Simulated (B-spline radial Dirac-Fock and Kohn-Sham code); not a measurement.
F⁵⁺: input and output of one calculation

ΔSCF core binding energies without Breit or QED terms, calculated with a radial finite-basis atomic code. Keys: rel is the Hamiltonian (dirac, or spin-free x2c and nr, where L3 and M5 stand for the whole 2p and 3d shells), method is hf or an exchange,correlation pair (spin-unpolarised, also for the hole states), nuc the nuclear model, radius_factor scales its radius, rmax is the box in bohr, h the logarithmic mesh step, order the B-spline order, points the quadrature points per cell, c_factor scales the speed of light, and damp, ndamp, maxit and tol steer the iteration. The run stops when the commutator error falls below 10·tol·max(1, Z/10), or the numerical noise floor, and the energy has settled to about 1e-8 Ha; the virial ratio is −V/T.

Input (task.json):

```json
{"items": [{"Z": 9, "q": 5, "cfg": [[1, 0, 2], [2, 0, 2]], "A": 19, "rrms": 2.8976, "do": "settings", "holes": ["K", "L3", "M5"],
  "settings": [{"rel": "dirac", "method": "hf", "nuc": "fermi", "radius_factor": 1.0, "rmax": 3.0, "h": 0.3, "order": 8, "points": 10, "c_factor": 1.0, "maxit": 53, "damp": 0.5, "ndamp": 3, "tol": 1e-08}]}]}
```

Command: `python xray2_run.py task.json out`

Ground-state iterations:

```
iter   energy (Ha)        error
   1      -87.28088268  9.69e-01
   2      -88.02553205  2.88e-02
   3      -88.02637187  1.48e-02
   4      -88.02661852  7.64e-03
   5      -88.02672089  4.45e-04
   6      -88.02672180  2.75e-05
   7      -88.02672181  4.27e-07
   8      -88.02672181  3.39e-08
```

The ground state converged in 8 iterations, with total energy -88.02672 Ha, virial ratio 1.99780 and highest orbital energy -154.33 eV. ΔSCF binding energies: K (1s) 868.6 eV. Holes are computed only in closed shells, and unreliable hole states are left out.

One setting is outside the advised range (box too small), but here it does no visible harm: the result matches the run with default settings.
